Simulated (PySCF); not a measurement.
A structure optimised at PBE-D3(BJ)/def2-TZVP, used in a PySCF frequency run:

```
C
C 1 1.2952
Fe 1 1.8886 2 69.95
```
Charge 0, spin multiplicity 5.

**Question.** Write its SMILES, formula and point group.

**Answer.** [C]1[C][Fe]1, C2Fe, C2v

**Question.** What are its rotational constants (standard atomic weights)?

**Answer.** 50.166, 9.5590, 8.0291 GHz
